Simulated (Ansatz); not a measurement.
Calculated with Ansatz (gas phase, PBE0-D4/def2-TZVP geometries, no zero-point term in ΔE). CCSD(T)/CBS adds triple-zeta CCSD(T) − MP2 to the extrapolated MP2 energy (def2 sets, frozen cores). This one scheme is used for every species. Functionals use def2-TZVPP. def2 core potentials past Kr. For Se, Sn outer-core shells are correlated without core-valence functions, which leaves a few kJ/mol of doubt a bond. Scalar relativity is left out up to krypton. Each species was taken in one conformer, which may not be the lowest.

`[Cl][SnH2][Cl]` + H₂Se → `[Cl][SnH2][SeH]` + HCl  (ligand exchange at the Sn–Cl bond)

`[Cl][SnH2][Cl]`:

Z-matrix (Å, degrees):
```
Sn
Cl 1 2.316
Cl 1 2.316 2 106.5
H 1 1.695 2 107.8 3 -115.4
H 1 1.695 2 107.8 3 115.4
```

H₂Se:

```xyz
3

Se   -0.431   -0.530    0.042
H    -0.450    0.851    0.537
H     0.881   -0.321   -0.579
```

`[Cl][SnH2][SeH]`:

Z-matrix (Å, degrees):
```
Sn
Se 1 2.513
Cl 1 2.334 2 109.4
H 1 1.698 2 108.0 3 -115.5
H 1 1.700 2 111.5 3 116.0
H 2 1.469 1 91.5 3 -77.0
```

HCl:

Z-matrix (Å, degrees):
```
Cl
H 1 1.279
```

```json
{"level": "BLYP", "ΔE (kcal/mol)": "3.1"}
{"level": "HF/CBS(def2)", "ΔE (kcal/mol)": "5.1"}
```

(1) What does CCSD(T)/CBS give? (An estimate is asked.)

Largest T1 diagnostic among the species: 0.011.

Results:

(1) The calculation gave: +1.5 kcal/mol. The listed levels differ from it by 1.6, 3.6 kcal/mol.

Leaving LDA and LC-ωPBE aside and taking each functional with its dispersion term where it has one, the values, not all of them listed here, spread over 3.2 kcal/mol, from PBE-D4 to B97M-V. LDA lies −0.7 kcal/mol from PBE without D4. In def2-TZVPP, CCSD(T) changes the Hartree–Fock value by −2.8 kcal/mol (the triples alone add −0.3 kcal/mol) and MP2 by −3.5 kcal/mol. At CCSD(T), def2-SVP lies +1.4 kcal/mol from the extrapolated value and def2-TZVPP +0.6 kcal/mol.
